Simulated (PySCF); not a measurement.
Species: C₇H₉Cl₃O.
Numbering: `[Cl:1][C:2]([Cl:3])([Cl:4])[C@@H:5]1[CH2:6][C@H:7]2[CH2:8][CH2:9][C@@H:10]1[O:11]2` (hydrogens: H12 on C5; H13, H14 on C6; H15 on C7; H16, H17 on C8; H18, H19 on C9; H20 on C10)

Structure used (PBE0-D3(BJ)/def2-SVP), in Å, numbered top down from 1:
```xyz
20
C7H9Cl3O angstrom
Cl     2.4391    1.6905    0.9320
C      2.4077   -0.0580    0.6436
Cl     3.6833   -0.4747   -0.5372
Cl     2.7695   -0.8989    2.1786
C      1.0630   -0.5369    0.1133
C      0.6354    0.0996   -1.2268
C     -0.7799    0.5817   -0.8781
C     -1.7248   -0.6222   -0.7168
C     -1.2875   -1.1534    0.6689
C     -0.1519   -0.1741    1.0046
O     -0.6184    1.0416    0.4543
H      1.1723   -1.6281    0.0319
H      1.2777    0.9562   -1.4741
H      0.6692   -0.6116   -2.0627
H     -1.1569    1.3938   -1.5125
H     -1.6102   -1.3582   -1.5257
H     -2.7729   -0.2922   -0.7093
H     -0.9587   -2.2021    0.6592
H     -2.0935   -1.0585    1.4093
H      0.0783   -0.0534    2.0697
```

Jobs on this species (20 atoms, 110 electrons) with PySCF (density fitting). Hardware of each: one thread, Arm Neoverse V1 (aarch64) (shared host). The host was shared with other jobs, so the times are rough. Peak memory is the resident size of the whole Python process, interpreter and libraries included.

```tsv
level and settings	work	basis functions	SCF cycles	wall time	peak memory
PBE0/pcSseg-1, IEF-PCM methanol	shieldings, ring-centre shieldings	253	?	?	?
PBE0-D3(BJ)/def2-SVP, grid level 1	geometry optimisation from a GFN2-xTB start	211	27	2.2 min	0.97 GiB
PBE0/pcSseg-1, IEF-PCM chloroform	shieldings, ring-centre shieldings, charges and field gradients	253	14	75 s	1.3 GiB
```

**Question.** Fill in the missing figures.

**Answer.** 
- PBE0/pcSseg-1, IEF-PCM methanol; shieldings, ring-centre shieldings: 71 s, 1.3 GiB, 14 SCF cycles

**Question.** What do all jobs in the table cost together?

**Answer.** About 4.6 min; the longest takes about 47 % of that, and about 1.9 times as long as the shortest.
